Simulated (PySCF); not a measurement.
SiF2HI, SMILES F[SiH](F)I.

Geometry optimised at B3LYP-D3(BJ)/def2-SVP. The def2 effective core potentials stand for the cores of I; spin–orbit coupling is left out.

The numbers are results of PySCF with TDDFT-LC-ωPBE/def2-SVPD, not measurements.

Vertical excitations.  State labels are in the subgroup Cs.

| state | symmetry | energy (eV) | λ (nm) | f | main pairs |
|---|---|---|---|---|---|
| S1 | A' | 6.27 | 198 | 0.008 | HOMO→LUMO 80 %, HOMO→LUMO+5 13 % |
| S2 | A" | 6.27 | 198 | 0.004 | HOMO−1→LUMO 80 %, HOMO−1→LUMO+5 13 % |
| S3 | A" | 7.52 | 165 | 0.000 | HOMO→LUMO+2 71 %, HOMO→LUMO+4 24 % |
| S4 | A' | 7.67 | 162 | 0.001 | HOMO−1→LUMO+2 58 %, HOMO−1→LUMO+4 19 % |
| S5 | A" | 7.94 | 156 | 0.000 | HOMO−1→LUMO+1 28 %, HOMO−1→LUMO+5 20 %, HOMO−1→LUMO+3 19 %, HOMO−1→LUMO+7 18 % |
| S6 | A' | 8.04 | 154 | 0.001 | HOMO−2→LUMO 27 %, HOMO→LUMO+3 15 %, HOMO→LUMO+5 14 %, HOMO→LUMO+1 12 % |
| S7 | A' | 8.24 | 151 | 0.169 | HOMO→LUMO+1 54 %, HOMO→LUMO+6 23 %, HOMO→LUMO+5 8 % |
| S8 | A" | 8.25 | 150 | 0.176 | HOMO−1→LUMO+1 44 %, HOMO−1→LUMO+6 28 %, HOMO−1→LUMO+5 12 % |
| T1 | A' | 5.66 | 219 | 0 | HOMO→LUMO 75 %, HOMO→LUMO+5 16 % |
| T2 | A" | 5.68 | 218 | 0 | HOMO−1→LUMO 75 %, HOMO−1→LUMO+5 16 % |
| T3 | A' | 6.83 | 182 | 0 | HOMO−2→LUMO 46 %, HOMO−1→LUMO+2 16 %, HOMO−2→LUMO+5 11 % |
| T4 | A' | 7.19 | 172 | 0 | HOMO−1→LUMO+2 49 %, HOMO−2→LUMO 19 %, HOMO−1→LUMO+4 17 % |
Triplets are in the Tamm–Dancoff approximation, which puts them higher than full response would, so one can lie above its singlet here.
